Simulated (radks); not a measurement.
Values are calculated unless marked as measured or tabulated.
These are the eigenvalues of the occupied orbitals of an atom or ion with whole-number occupations (Ry). Level of theory: scalar-relativistic Kohn-Sham, LDA (Slater exchange, Perdew-Wang correlation), spin-polarised, spherical densities, point nucleus (a radial shooting solver on a logarithmic mesh with Libxc functionals).

1s up: -472.5979
1s down: -472.5899
2s up: -55.80492
2s down: -55.64951
2p up: -47.51972
2p down: -47.39744
3s up: -7.55011
3s down: -7.21357
3p up: -5.26058
3p down: -4.92960
3d up: -1.70027
4s up: -1.12893
4p up: -0.72022

Which element is it, and in what charge state? The configuration may be excited. Open shells, if any, are filled with parallel spins first.

Answer. Z = 25, manganese, charge +1: Mn+ in [Ar] 3d4 4s1 4p1. The list shows which subshells hold electrons but not how many an open one holds; the 1s level, -236.3 hartree, gives Z - s = 21.7 by -(Z - s)^2/2, which with screening and relativity narrows Z to a few neighbours, and the depths of the outer levels then fix element, charge and occupations together.
